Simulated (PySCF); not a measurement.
## MH for M along the chalcogens

HF with double-zeta basis sets in PySCF, for the lowest determinant that a PBE0 search found; no spin–orbit coupling. De refers to high-spin ground-configuration atoms. A positive dipole means M(−)H(+).

```
 M                        basis  reference  state (unpaired electrons)  Re (Å)  ωe (cm⁻¹)  De (eV)  μ (D)
 O                      cc-pVDZ        UHF               doublet (π ↑)   0.958       4010     2.79   1.79
 S  aug-cc-pVDZ/aug-cc-pV(D+d)Z        UHF               doublet (π ↑)   1.338       2844     2.62   0.87
Se                    def2-SVPD        UHF               doublet (π ↑)   1.458       2583     2.27   0.65
Te   aug-cc-pVDZ-PP/aug-cc-pVDZ        UHF               doublet (π ↑)   1.651       2254     1.85   0.23
```

The shortest bond is that of OH (0.958 Å), the longest that of TeH (1.651 Å).

The rows differ in basis set, which adds steps of its own.

Down a group the atoms grow and get heavier, so bonds lengthen and wavenumbers fall; this series shows no clear exception.

Spin–orbit coupling is left out, which matters for elements this heavy, above all for dissociation energies. Hartree–Fock leaves out correlation, which carries a large part of most bond energies and some tenths to 1 eV of ionisation energies. States were picked by a PBE0 search and need not be the measured ground states.
